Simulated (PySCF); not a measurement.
Si(H)2(NH2)2 (H6N2Si), SMILES N[SiH2]N. Atoms are numbered in the order given.

```xyz
9

Si     0.0000     0.0000    -0.4989
N      1.3883     0.0049     0.5011
N     -1.3883    -0.0049     0.5011
H     -0.2108     1.1876    -1.3776
H      0.2108    -1.1876    -1.3776
H      1.5494     0.7347     1.1755
H      2.2459    -0.4164     0.1864
H     -2.2459     0.4164     0.1864
H     -1.5494    -0.7347     1.1755
```

Geometry: PBE0-D3(BJ)/def2-TZVP. Other conformers were not sampled.

These are B3LYP/def2-TZVPD (PySCF) values and carry that method's errors.

Gas-phase values at a fixed geometry.

| Item | Result |
|---|---|
| total energy | -402.75198 hartree |
| point group | C2 |
| highest occupied level | -7.03 eV |
| lowest empty level | 0.01 eV |
| orbital gap | 7.04 eV |
| dipole moment | 0.66 D |
| quadrupole, principal values (traceless, Buckingham form, about the centre of nuclear charge) | -3.62, -3.19, 6.81 D·Å |
| mean static polarisability | 46.9 bohr³ (6.95 Å³) |
| polarisability, principal values | 43.7, 46.8, 50.2 bohr³ |
